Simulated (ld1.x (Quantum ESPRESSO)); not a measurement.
## Reading a pseudo-wave (Ti)

Columns: radius, all-electron u(r) and pseudo u(r) of the 3d shell (level -4.26 eV) of titanium in the configuration [Ar] 3d2 4s2 4p0; PBE, scalar-relativistic, PAW scheme, ld1.x (Quantum ESPRESSO) 7.5.

```tsv
r (bohr)	all-electron	pseudo
0.185	0.1208	0.0022
0.370	0.3860	0.0170
0.555	0.5998	0.0532
0.740	0.7225	0.1137
0.925	0.7669	0.1942
1.110	0.7598	0.2848
1.295	0.7245	0.3719
1.480	0.6755	0.4427
1.665	0.6219	0.4878
1.850	0.5683	0.5036
2.035	0.5172	0.4932
2.220	0.4698	0.4642
2.405	0.4266	0.4261
2.590	0.3873	0.3873
2.775	0.3516	0.3516
2.960	0.3190	0.3190
3.145	0.2894	0.2894
3.330	0.2623	0.2623
3.515	0.2376	0.2376
3.700	0.2150	0.2150
3.885	0.1944	0.1944
4.070	0.1756	0.1756
4.255	0.1585	0.1585
4.440	0.1431	0.1431
4.625	0.1290	0.1290
4.810	0.1163	0.1163
```

(1) How many radial nodes do the two functions have?

(2) At about which radius was the pseudo-wave matched?

(3) Where does each function peak?

(4) Is the pseudo-wave norm-conserving?

Results:

(1) The all-electron 3d function has n − l − 1 = 0; the pseudo-wave has 0.

(2) 2.70 bohr, where the columns begin to agree (steps of 0.18 bohr).

(3) Outermost all-electron maximum near 0.93 bohr, pseudo maximum near 1.85 bohr (to the table’s step).

(4) No, it belongs to a PAW set: the norm inside the radius is not constrained, and the difference is carried by the augmentation charge.
